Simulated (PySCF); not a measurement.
How methods differ on the excitation energy of V²⁺

V²⁺ [Ar] 3d3 (4F) → V²⁺ [Ar] 3d2 4s1 (4F), as a difference of total energies. Calculation: PySCF 2.14, in aug-cc-pVDZ-DK; scalar relativity by spin-free X2C-1e. Correlated levels: valence: [Ar] frozen. The calculations carry no spin-orbit coupling.

```json
{"method": "UHF", "excitation energy (cm⁻¹)": "43003"}
{"method": "LDA", "excitation energy (cm⁻¹)": "47238"}
{"method": "PBE", "excitation energy (cm⁻¹)": "46967"}
{"method": "PBE0", "excitation energy (cm⁻¹)": "47460"}
{"method": "r2SCAN", "excitation energy (cm⁻¹)": "49074"}
{"method": "revPBE", "excitation energy (cm⁻¹)": "47579"}
{"method": "M06-2X", "excitation energy (cm⁻¹)": "46275"}
{"method": "LC-wPBE", "excitation energy (cm⁻¹)": "49918"}
{"method": "B3LYP", "excitation energy (cm⁻¹)": "46298"}
{"method": "MP2 (valence)", "excitation energy (cm⁻¹)": "44321"}
{"method": "SCS-MP2 (valence)", "excitation energy (cm⁻¹)": "43443"}
```

A first-order spin-orbit estimate (lowest level to lowest level, LS coupling) adds -0.008 eV.
